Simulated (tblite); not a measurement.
Species: C7H12Si.
Geometry (GFN2-xTB, Å), atoms numbered from 1 in this order:
```xyz
20
C7H12Si angstrom
C      3.1087    0.9217   -0.5652
C      2.2753    0.1626    0.1204
C      1.3543   -0.8557   -0.4809
C     -0.0770   -0.5117   -0.1704
C     -0.8472   -1.1911    0.6663
C     -2.2568   -0.7372    0.9071
Si    -2.4529    0.8024   -0.2020
C     -0.6580    0.7074   -0.8364
H      3.7487    1.6448   -0.0879
H      3.1930    0.8463   -1.6374
H      2.2035    0.2585    1.1963
H      1.5884   -1.8400   -0.0650
H      1.5007   -0.8904   -1.5638
H     -0.4981   -2.0737    1.1853
H     -2.4035   -0.5256    1.9681
H     -2.9529   -1.5415    0.6616
H     -3.4467    0.6193   -1.2642
H     -2.7363    2.0260    0.5534
H     -0.0616    1.5840   -0.5759
H     -0.5868    0.6047   -1.9209
```

All values are computed: GFN2-xTB (tblite) harmonic vibrations without scaling, gas phase. Errors from tens to a few hundred cm⁻¹ against measured bands are possible. Modes of hydrogen on silicon can be 10 to 20 % off. One conformer, not necessarily the lowest.

Harmonic wavenumbers (cm⁻¹): 38.0, 52.3, 62.2, 152.1, 265.6, 299.7, 382.0, 425.3, 448.9, 467.3, 519.7, 561.5, 646.2, 668.3, 738.8, 745.7, 760.2, 781.1, 797.5, 848.0, 881.1, 895.3, 912.4, 958.9, 1023.3, 1047.6, 1080.8, 1092.5, 1117.0, 1150.4, 1182.5, 1218.9, 1247.2, 1267.7, 1301.7, 1303.4, 1416.5, 1462.3, 1467.1, 1470.7, 1714.8, 1735.9, 2236.3, 2244.0, 2949.2, 2949.6, 2953.8, 2961.1, 2976.7, 2979.8, 3053.6, 3054.5, 3094.5, 3118.9.

A = 3717, B = 946.2, C = 818.1 MHz; mass 124.071 u (most abundant isotopes); point group C1, symmetry number 1.

Task: Zero-point energy?

Result: Half the sum of the wavenumbers: 35590 cm⁻¹ = 425.76 kJ/mol.

Task: Give the ideal-gas entropy at 298.15 K and 1 bar in the rigid-rotor, harmonic-oscillator model (classical rotation).

Result: Translation 168.98, rotation 121.77, vibration 117.33: S = 408.1 J/(mol K).

Task: And Cp and H(298.15 K) − H(0)?

Result: Cp = 160.09 J/(mol K), of which vibrations give 126.84 (their classical limit is 54 R = 449.0); H(298.15 K) − H(0) = 27.77 kJ/mol without the zero-point energy, 17.85 from vibrations.

Task: How do the functions run with temperature in this model?

Result: 
| T (K) | S (J/(mol K)) | Cp (J/(mol K)) | H − H(0) (kJ/mol) | G − H(0) (kJ/mol) | ln q(vib) |
| --- | --- | --- | --- | --- | --- |
| 100 | 293.6 | 71.0 | 5.42 | -23.94 | 2.19 |
| 200 | 354.5 | 111.8 | 14.44 | -56.46 | 4.58 |
| 300 | 409.1 | 161.0 | 28.06 | -94.66 | 6.96 |
| 500 | 512.5 | 246.5 | 69.30 | -186.97 | 11.94 |
| 800 | 647.5 | 326.8 | 156.40 | -361.61 | 19.45 |
| 1000 | 724.4 | 361.5 | 225.41 | -498.95 | 24.20 |

q(vib) and H(0) count from the zero-point level.

Task: Blend soft modes into free rotors: weight 1/[1 + (100 cm⁻¹/ν̃)⁴] for the oscillator and the rest for a rotor with moment μB/(μ + B), μ = h/(8π²ν), B = 10⁻⁴⁴ kg m². What vibrational entropy results?

Result: 102.30 J/(mol K) in place of 117.33, which changes −T·S at 298.15 K by +4.48 kJ/mol.

Task: What must be added to the electronic energy to get the Gibbs energy at 298.15 K and 1 bar?

Result: ZPE + [H(298.15 K) − H(0)] − T·S = 425.76 + 27.77 − 121.67 = 331.86 kJ/mol.

Hindered rotation and anharmonicity are outside this model. Other conformers, if any are populated, would add a mixing term that is left out. The structure is chiral; the term R ln 2 for an equal mix with its mirror image is left out.
